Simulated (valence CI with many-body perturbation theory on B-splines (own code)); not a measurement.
**A CI+MBPT run for Mn2+**

Computed by configuration interaction combined with many-body perturbation theory (CI+MBPT): five valence electrons over a frozen Dirac-Fock core [Ar], a basis of 7 s, 7 p, 8 d, 6 f, 4 g, 1 h functions for each j, with the one-electron correlation potential Σ1 (screened to all orders), the two-electron term Σ2, the three-electron term Σ3, Breit, model QED; selected single and double excitations, second order for the rest, scaled by the run's own slope (own B-spline code, finite nucleus).

Command, and the settings that its task file holds:

```sh
python run_cv.py task.json out
```

```
atom Mn  Z=25  mass_number=55  rms_radius_fm=3.7057
core [Ar]
valence 3d5
avg = 1
basis = M
breit = 1
cap = 40000
capref = 1200
cscale = 1
de = 0.0
dress = 0
eps = 2e-08
extrap = 1
h = 0.27
hh = 1
l2 = 3
lcore = 6
maxit = 60
n2 = 5
natural = 1
nlev = 45
nno = [4, 4, 5, 4, 3, 1]
nroot = 26
nsp = [3, 3, 3, 2, 1, 0]
pt2 = 1
qed = 1
rpa = 1
s1 = 1
s2 = 1
s3 = 1
screen = 1
tol = 2e-05
whole = 1
```

(1) Roughly how long does this run take on one core of Intel(R) Xeon(R) Processor @ 2.30GHz, and how much memory?

Log. The first blocks belong to the next ion, which gives the ionisation energy. Fields: 2J, parity (1 odd), roots, reference size, generating configurations, candidates as configurations/state functions, variational space P, stored matrix elements, Davidson steps; e2 is the range of second-order energies in hartree. The first line gives the box (bohr), its intervals, the orbitals and the steps of their self-consistent field. Window is the range of levels sought, series limit the energy at which the first omitted orbital would enter, core excitation an estimate of the first excitation out of the core, left out the lowest levels not solved, and shifts from estimates the range by which levels moved from their first estimate, all in cm⁻¹.

```
rmax 21.1 intervals 65 orbitals 59 references ['3d5', '3d4 4s', '3d4 4p'] scf 8 t 1.3
2J=0 par=0 roots 2 ref 19 generators 10 cand 1912/3928 P 1927/3947 nnz 2.4e+06 it 7
2J=0 par=0 roots 2 ref 19 generators 33 cand 3607/10021 P 5534/13968 nnz 1.3e+07 it 8
   second order: generators 56 cand 31514/79644 e2 -0.00015 -0.00006
2J=2 par=0 roots 2 ref 43 generators 9 cand 792/3899 P 811/3942 nnz 3.6e+06 it 7
2J=2 par=0 roots 2 ref 43 generators 33 cand 2464/16006 P 3275/19948 nnz 3.8e+07 it 9
   second order: generators 54 cand 33079/222240 e2 -0.00043 -0.00019
2J=4 par=0 roots 2 ref 61 generators 10 cand 545/3924 P 565/3985 nnz 3.8e+06 it 16
2J=4 par=0 roots 2 ref 61 generators 35 cand 1838/15799 P 2403/19784 nnz 4.6e+07 it 19
   second order: generators 62 cand 31727/338022 e2 -0.00078 -0.00039
reference levels 575, estimated 126, window 78964 1/cm; series limit 209960, core excitation 343694
2J=5 par=0 roots 14 ref 86 generators 26 cand 320/5173 P 588/7751 nnz 1.1e+07 it 10
2J=5 par=0 roots 14 ref 86 generators 113 cand 1575/20827 P 2163/28578 nnz 1.1e+08 it 23
   second order: generators 330 cand 187191/6550769 e2 -0.00803 -0.00212
2J=9 par=0 roots 9 ref 59 generators 27 cand 403/5538 P 684/7959 nnz 1.2e+07 it 8
2J=9 par=0 roots 9 ref 59 generators 87 cand 1677/20699 P 2361/28658 nnz 1.1e+08 it 12
   second order: generators 291 cand 179652/6919670 e2 -0.00588 -0.00311
2J=7 par=0 roots 12 ref 75 generators 27 cand 331/5461 P 592/7974 nnz 1.2e+07 it 10
2J=7 par=0 roots 12 ref 75 generators 90 cand 1478/20487 P 2070/28461 nnz 1.1e+08 it 16
   second order: generators 279 cand 184422/7107304 e2 -0.00764 -0.00349
2J=11 par=0 roots 5 ref 36 generators 16 cand 538/5387 P 860/7898 nnz 1.1e+07 it 8
2J=11 par=0 roots 5 ref 36 generators 55 cand 2029/22189 P 2889/30087 nnz 1.2e+08 it 8
   second order: generators 229 cand 173120/5861328 e2 -0.00402 -0.00220
2J=3 par=0 roots 11 ref 72 generators 29 cand 455/5380 P 749/7857 nnz 1e+07 it 11
2J=3 par=0 roots 11 ref 72 generators 93 cand 2101/22423 P 2850/30280 nnz 1.1e+08 it 17
   second order: generators 312 cand 189097/5115739 e2 -0.00575 -0.00259
2J=1 par=0 roots 8 ref 41 generators 26 cand 845/5437 P 1292/7972 nnz 9.1e+06 it 11
2J=1 par=0 roots 8 ref 41 generators 87 cand 3529/25507 P 4821/33479 nnz 8.7e+07 it 12
   second order: generators 288 cand 180919/2679739 e2 -0.00276 -0.00128
2J=13 par=0 roots 3 ref 18 generators 14 cand 812/5612 P 1275/8047 nnz 9.8e+06 it 7
2J=13 par=0 roots 3 ref 18 generators 49 cand 2621/24584 P 3896/32631 nnz 1.1e+08 it 9
   second order: generators 154 cand 157677/4646622 e2 -0.00200 -0.00166
left out: unestimated 120199, estimated 84032, shifts from estimates -216 to 1046
operators 1.5
```

The Davidson iterations converged.

Set against measurement, 50 paired levels are off by 2649 cm⁻¹ on average, the worst by 6458. These come from a selection out of Corliss and Sugar, J. Phys. Chem. Ref. Data 6, 1253 (1977). Levels without a partner in it may be off by more, other configurations by 1,000 to 8,000 cm⁻¹. Among the levels kept, up to 1900 cm⁻¹ of a level comes from second order outside the variational space, and about a tenth of that is noise between levels of different J, which matters for small intervals. Only levels of the ground parity were solved; by the run's estimate the other parity begins above the list, which can be wrong where configurations are misplaced.

```yaml
Valence_energy: -13.60399 hartree
Ionisation_energy: "32.788 eV (NIST: 33.668 ± 0.012 eV (measured))"
Reference_configurations_for_the_orbitals: 3d5, 3d4 4s, 3d4 4p
Radial_orbitals: 59
Box_radius: 21.07 bohr
Largest_variational_space: 33479
Lowest_levels: 3d⁵ ⁶S_5/2 0.0, 3d⁵ ⁴G_11/2 26051, 3d⁵ ⁴G_9/2 26077, 3d⁵ ⁴G_5/2 26080, 3d⁵ ⁴G_7/2 26083, 3d⁵ ⁴P_5/2 29284, 3d⁵ ⁴P_3/2 29319, 3d⁵ ⁴P_1/2 29348, 3d⁵ ⁴D_7/2 31930, 3d⁵ ⁴D_1/2 31975, 3d⁵ ⁴D_3/2 32009, 3d⁵ ⁴D_5/2 32013, 3d⁵ ²I_13/2 37635, 3d⁵ ²I_11/2 37638 cm⁻¹
```

## Answers

(1) 10 min on 1 thread of Intel(R) Xeon(R) Processor @ 2.30GHz (shared host), peak memory 1.6 GiB.
